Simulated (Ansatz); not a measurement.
CH4F2HfOSe, SMILES `C[Se][Hf]([OH])([F])[F]` at its PBE0-D4/def2-TZVP geometry, where that method's forces vanish. The species carries charge 0 and has multiplicity 1. Hf: def2 effective core potential.

```xyz
10

C    -0.4536   -1.9708    0.5412
Se    0.6612   -1.1934   -0.8922
Hf    0.1688    1.2222   -0.1740
O     1.0841    2.3669   -1.3817
F    -1.7219    1.4752   -0.1935
F     0.7388    1.4461    1.6323
H    -0.4967   -3.0402    0.3456
H     0.0046   -1.7993    1.5129
H    -1.4637   -1.5656    0.5127
H     1.4784    3.0589   -1.9032
```

(1) What forces (eV/Å) does PBE-D4/def2-TZVPP give on these atoms in the Gaussian-basis code of Ansatz? (Estimate.)

Answers

(1) The calculation gave: 
```
C1  -0.051 -0.014  0.068
Se2  0.212 -0.031 -0.279
Hf3  0.010 -0.107 -0.020
O4  -0.002 -0.149  0.003
F5  -0.334  0.034 -0.007
F6   0.104  0.028  0.320
H7  -0.011 -0.219 -0.036
H8   0.083  0.032  0.196
H9  -0.199  0.077  0.002
H10  0.187  0.350 -0.247
```
